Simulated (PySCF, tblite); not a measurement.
C4H5PS2.
SMILES with atom numbers: `[CH3:1][S:2][c:3]1[cH:4][s:5][cH:6][p:7]1` (hydrogens: H8, H9, H10 on C1; H11 on C4; H12 on C6)

The geometry is computed with GFN2-xTB (gas phase).

Entries marked ? are missing. Bonds in one row agree within 0.01 Å.

| coordinate | value |
| --- | --- |
| C1–S2 | 1.814 Å |
| S2–C3 | 1.763 Å |
| C3–C4 | 1.360 Å |
| C4–S5 | ? |
| S5–C6 | 1.711 Å |
| C6–P7 | ? |
| C3–P7 | ? |
| C1–H8, C1–H9, C1–H10 | 1.087 Å |
| C4–H11 | 1.074 Å |
| C6–H12 | 1.076 Å |
| C1–S2–C3 | 100.6° |
| S2–C3–C4 | 119.5° |
| S2–C3–P7 | 123.7° |
| C4–C3–P7 | ? |
| C3–C4–S5 | ? |
| C4–S5–C6 | 94.7° |
| S5–C6–P7 | 119.2° |
| C3–P7–C6 | ? |

**Question.** Estimate the withheld lengths and angles.

**Answer.** 
- C4–S5 = 1.711 Å, aromatic (aromatic CH next to a ring sulfur to thiophene-type sulfur); 0.07 Å below the sum of covalent radii, 1.78 Å.
- C6–P7 = 1.702 Å, aromatic (ends: aromatic CH next to a ring sulfur; phosphorus bonded to 2 C); 0.10 Å below the sum of covalent radii, 1.80 Å.
- C3–P7 = 1.789 Å, aromatic (ends: substituted aromatic carbon; phosphorus bonded to 2 C); 0.01 Å below the sum of covalent radii, 1.80 Å.
- C4–C3–P7 = 116.8°, at the substituted aromatic carbon, inside a 5-membered ring; the outer atoms are 2.691 Å apart.
- C3–C4–S5 = 117.0°, at the aromatic CH next to a ring sulfur, inside a 5-membered ring; the outer atoms are 2.626 Å apart.
- C3–P7–C6 = 92.3°, at the phosphorus bonded to 2 C, inside a 5-membered ring; the outer atoms are 2.518 Å apart.

Radii are Cordero's, carbon taken as 0.76, 0.73 or 0.69 Å for four, three, and two or fewer neighbours.

Its GFN2-xTB frequencies are all real (lowest 44 cm⁻¹). The numbers are those of one conformer (C1–S2–C3–C4 180°).
